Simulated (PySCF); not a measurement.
Compound: Al₂Cl₂H₄.
Bonds: Al1–Cl2, Cl2–Al3, Al3–Cl4, Al1–Cl4. Hydrogens: H5, H6 on Al1; H7, H8 on Al3.

Computed, not measured: PySCF 2.14.0, PBE0-D3(BJ)/def2-SVP geometry optimisation, gas phase.

Task: How far are the bound atoms from Al1?

Result: 4 atoms: H6 1.576 Å, H5 1.576 Å, Cl2 2.316 Å, Cl4 2.318 Å. The nearest atom not counted as bound is Al3, at 3.30 Å.

Task: List the angles at Al1.

Result: 
| angle | degrees | distance of the outer atoms (Å) |
| --- | --- | --- |
| H5–Al1–H6 | 128.2 | 2.84 |
| Cl4–Al1–H6 | 108.1 | 3.18 |
| Cl4–Al1–H5 | 108.1 | 3.18 |
| Cl2–Al1–H6 | 108.1 | 3.18 |
| Cl2–Al1–H5 | 108.1 | 3.18 |
| Cl2–Al1–Cl4 | 89.4 | 3.26 |

Task: Describe the arrangement about Al1 in numbers.

Result: Angles from 89.4° to 128.2°; τ4 = (360° − α − β)/141° = 0.88 with α and β the two widest (0 for a square, 1 for a tetrahedron). Differences among atoms that D2h makes equivalent are scatter left by the optimiser.

Task: Give some angles away from the centre.

Result: Al1–Cl2–Al3 90.6°.

Task: What are the rotational constants (commonest isotopes, rigid rotor)?

Result: A = 2862, B = 2608, C = 1427 MHz: an asymmetric top.

Point group: D2h (tolerance 0.08 Å). Charge 0, singlet. Not checked by PBE0-D3(BJ)/def2-SVP frequencies.
